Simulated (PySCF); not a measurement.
**How the method moves the HOMO and LUMO of `[SiH3][Si]([SiH3])([SiH3])[SiH3]`**

Compound: Si₅H₁₂.
Z-matrix (Å and degrees, PBE0-D3(BJ)/def2-SVP geometry), rows numbered from 1:
```
Si
Si  1  2.3428
Si  2  2.3421  1  109.58
Si  2  2.3422  1  109.56  3   120.85
Si  2  2.3432  1  109.31  3  -119.95
H   1  1.4957  2  110.17  3   -60.67
H   1  1.4958  2  110.04  3   179.38
H   1  1.4957  2  110.04  3    59.34
H   3  1.4956  2  110.14  1  -178.55
H   3  1.4957  2  110.17  1    61.35
H   3  1.4958  2  109.88  1   -58.64
H   4  1.4957  2  110.30  1   -60.35
H   4  1.4959  2  109.92  1    59.69
H   4  1.4957  2  110.11  1   179.54
H   5  1.4958  2  110.00  1   -60.79
H   5  1.4956  2  110.31  1    59.31
H   5  1.4958  2  109.97  1   179.35
```

Basis pcSseg-1 throughout (PySCF), one geometry. Isolated species at its PBE0-D3(BJ)/def2-SVP geometry, gas phase.

Question: How do the orbital energies and the gap change with the method?

Answer: 
```tsv
method	kind	HOMO (eV)	LUMO (eV)	gap (eV)	SCF cycles
B97-2	global hybrid	-7.88	-0.23	7.65	11
PBE0	global hybrid	-8.10	-0.24	7.86	11
BHandHLYP	global hybrid	-9.05	0.66	9.71	11
CAM-B3LYP	range-separated hybrid	-9.30	0.84	10.13	11
wB97X-D	range-separated hybrid	-9.84	1.44	11.29	12
LC-wPBE	range-separated hybrid	-10.58	1.83	12.41	12
```

The HOMO spans 2.70 eV, from B97-2 down to LC-wPBE, and the gap runs from 7.65 eV (B97-2) to 12.41 eV (LC-wPBE). Over the methods B97-2 (21 %), PBE0 (25 %), BHandHLYP (50 %), a straight line through the gap against the share of exact exchange rises by 0.72 eV for each 10 % (correlation coefficient 0.999). The dipole is below 0.03 D at every level.

The vertical ΔSCF ionisation energy at CAM-B3LYP/def2-SVPD is 9.72 eV; −ε(HOMO) comes closest to it with wB97X-D (9.84 eV).
